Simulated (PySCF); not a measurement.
Vertical excitations of a molecule C₂H₇InO₂ from TDDFT-M06-2X/def2-SVPD run with PySCF 2.14.0, as energy in eV (oscillator strength): 5.40 (0.004), 5.47 (0.009), 5.55 (0.001), 6.15 (0.112), 6.31 (0.050), 6.39 (0.011), 6.58 (0.034), 7.12 (0.002), 7.33 (0.009), 7.40 (0.286). Lowest triplet (TDA): 5.03 eV. The structure is a stationary point at r2SCAN-D4/def2-SVP. The def2 effective core potentials stand for the cores of In; spin–orbit coupling is left out. The values are those of a single conformer.

Which molecule gave these data?
A. C[CH2][In]([OH])[OH]
B. C[O][InH][O]C
C. CC[O][InH][OH]
D. C[O][In]([CH3])[OH]

C, CC[O][InH][OH]
